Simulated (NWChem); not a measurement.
# C2H3F3Si; SMILES F[SiH2]/C(=C\F)F

```xyz
9

F     -1.3983    -1.7702     0.0842
C     -0.0628    -1.6735     0.1896
C      0.5588    -0.5089    -0.0125
F      1.9163    -0.5106     0.1338
Si    -0.2226     1.1236    -0.4948
F     -0.4775     2.0321     0.8165
H      0.4277    -2.6070     0.4493
H     -1.5210     0.8707    -1.1574
H      0.7338     1.8325    -1.3765
```
Atoms are numbered in this order, from 1.

Results from NWChem. Pople sets run with spherical d functions. All runs use the structure optimised with B3LYP/6-31G* (spherical d). B3LYP is NWChem's, with the RPA form of VWN correlation. Level: B3LYP/6-31G* with SMD (1 M gas to 1 M solution), gas-phase geometry. Reactions with the solvent are ignored.

For solvent water:

```
Item                                         Result
-------------------------------------------  ------
solvation free energy (kcal/mol)                2.0
cavity-dispersion-structure term (kcal/mol)     5.2
dipole in solution (D)                         1.91
```

Task: How do the values read with solvent toluene instead?

Result: The solvation free energy (kcal/mol) is -0.9, the cavity-dispersion-structure term (kcal/mol) is 0.9 and the dipole in solution (D) is 1.71.
